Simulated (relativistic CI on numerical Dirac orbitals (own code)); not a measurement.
## Energy levels of Sm59+

Method of calculation: Dirac-Coulomb-Breit CI, KLI orbitals optimised for each configuration, QED by a radiative potential, unscaled Slater integrals (own radial code, finite nucleus).

Configurations in the expansion (outside the closed core 1s2): 2s, 2p, 3s, 3p, 3d, 4s, 4p, 4d, 4f, 5s, 5p, 5d, 5f, 5g, 6s, 6p, 6d. Levels of other configurations are missing.

The lowest level is 2s ²S1/2, with 100 % of that term; Hund's rules for 2s give ²S with J = 1/2, in agreement.

```csv
No.,Configuration,Term,J,E (eV),%,Next component (%)
1,2s,²S,1/2,0.0,100,
2,2p,²P°,1/2,146.5,100,
3,2p,²P°,3/2,828.3,100,
4,3s,²S,1/2,7475.6,100,
5,3p,²P°,1/2,7515.7,100,
6,3p,²P°,3/2,7718.6,100,
7,3d,²D,3/2,7729.9,100,
8,3d,²D,5/2,7790.0,100,
9,4s,²S,1/2,10047.0,100,
10,4p,²P°,1/2,10063.4,100,
11,4p,²P°,3/2,10148.6,100,
12,4d,²D,3/2,10153.4,100,
13,4d,²D,5/2,10178.8,100,
14,4f,²F°,5/2,10179.0,100,
15,4f,²F°,7/2,10191.4,100,
16,5s,²S,1/2,11221.6,100,
17,5p,²P°,1/2,11229.8,100,
18,5p,²P°,3/2,11273.2,100,
19,5d,²D,3/2,11275.6,100,
20,5d,²D,5/2,11288.7,100,
21,5f,²F°,5/2,11288.8,100,
22,5g,²G,7/2,11295.2,100,
23,5f,²F°,7/2,11295.2,100,
24,5g,²G,9/2,11299.0,100,
25,6s,²S,1/2,11853.5,100,
26,6p,²P°,1/2,11858.2,100,
27,6p,²P°,3/2,11883.2,100,
28,6d,²D,3/2,11884.6,100,
29,6d,²D,5/2,11892.1,100,
```

Energies count from the lowest computed level; ° marks odd parity.

The mean weight of the leading LS term, summed over parents, in these 29 levels is 100 %, and that of the leading jj configuration (from the same eigenvectors) 100 %.

At this charge energies of transitions that change n are usually good to better than 1 %, and those within a shell (Δn = 0) to a few per cent.
